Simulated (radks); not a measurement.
Q: Coherent X-ray form factor from a spherical all-electron density. Method: scalar-relativistic Kohn-Sham, SCAN, spin-unpolarised, spherical densities, finite nucleus; meta-GGA in the generalised Kohn-Sham scheme; Fermi nuclear charge, rms radius of each element as measured or else 0.836 A^(1/3) + 0.57 fm; computed with a radial shooting solver on a logarithmic mesh with Libxc functionals.

sin(theta)/lambda (1/angstrom)  f0 (electrons)
0.05                                    50.733
0.1                                     49.950
0.15                                    48.704
0.2                                     47.071
0.25                                    45.147
0.3                                     43.027
0.4                                     38.557
0.5                                     34.222
0.6                                     30.335
0.8                                     24.250
1                                       20.192
1.25                                    17.002
1.5                                     14.784
2                                       11.046

The species is in the configuration that NIST lists as its ground one. Which atom or ion scatters so?

A: The samarium ion Sm11+, [Kr] 4d10 4f3 5s2. Extrapolating in s^2 from the first two rows gives f0(0) = 51.0, near the electron count 51; among species with that count, the fall with angle is slower the higher Z, and the table is that of Z = 62; from so few rows the species is fixed only to a neighbour or two.
